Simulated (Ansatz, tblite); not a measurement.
Cost and result up the ladder for Sn9O (10 atoms). Charge 0, multiplicity 1. Geometry: PBE-D4/def2-SVP.

Cartesian coordinates in Å:
```
O -1.582 2.435 1.690
Sn -2.735 1.923 0.047
Sn 0.973 0.042 0.841
Sn 2.722 -2.153 -0.363
Sn -1.809 -0.969 -0.025
Sn 0.174 -1.977 -2.281
Sn 0.082 2.114 2.746
Sn 0.122 -2.950 0.922
Sn -0.399 1.091 -1.714
Sn 2.450 0.444 -1.862
```

Ansatz on 4 threads of AMD EPYC 9R45 on a shared host; xTB runs through tblite on one thread. Times are rough, summed over both states, and most runs start from the orbitals of an earlier one. PBE0-D4/def2-SVP serves as the yardstick here, not as an exact answer. The other state is a doublet.

In the def2 sets Sn takes a core potential; there is no spin–orbit coupling. The xTB rows come from tblite. The structure comes from a short search, and lower isomers may exist.

Raw xTB energies of ions are shifted by several eV.

| level | functions | wall time | vertical IE (eV) | difference from PBE0-D4/def2-SVP (eV) |
| --- | --- | --- | --- | --- |
| GFN1-xTB | 85 | 0.042 s | 10.67 | 4.47 |
| GFN2-xTB | 85 | 0.1 s | 11.18 | 4.98 |
| PBE-D4/def2-SVP | 248 | 9 s | 6.10 | -0.09 |
| PBE0-D4/def2-SVP (with forces) | 248 | 30 s | 6.20 | 0.00 |
